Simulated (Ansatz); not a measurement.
Relaxation of C3H5B (9 atoms, charge 0, multiplicity 1), to a largest force component of 0.02 eV/Å in at most 50 steps.

Computed with Ansatz 0.2.0, UKS PBE-D4/STO-3G.

```xyz
9
Properties=species:S:1:pos:R:3
B -0.079 2.056 -1.038
C -0.013 0.728 -0.360
C 0.021 -0.352 0.184
C 0.060 -1.642 0.831
H 0.183 2.137 -2.176
H -0.403 3.002 -0.429
H 1.090 -1.881 1.099
H -0.310 -2.413 0.154
H -0.548 -1.636 1.736
```

Question: Where does it end, and by what steps?

Answer: The run converged. Limits of this set-up: minimal basis. After 6 steps the energy has fallen by 0.100 eV; H9 moved furthest, 0.06 Å.

```csv
step,energy less start (eV),largest force component (eV/Å),accepted
0,0.0000,2.280,yes
1,-0.0955,0.509,yes
2,-0.0920,0.386,no
3,-0.0982,0.108,yes
4,-0.0983,0.202,yes
5,-0.0996,0.026,yes
6,-0.0996,0.008,yes
```

```xyz
9
Properties=species:S:1:pos:R:3
B -0.081 2.086 -1.054
C -0.033 0.755 -0.380
C 0.003 -0.346 0.177
C 0.059 -1.670 0.845
H 0.192 2.185 -2.200
H -0.393 3.052 -0.448
H 1.110 -1.907 1.117
H -0.307 -2.472 0.168
H -0.550 -1.683 1.774
```

Whether the end is a true minimum wasn't checked by a vibrational analysis.

The run took 9 s on 1 CPU thread of a shared host.
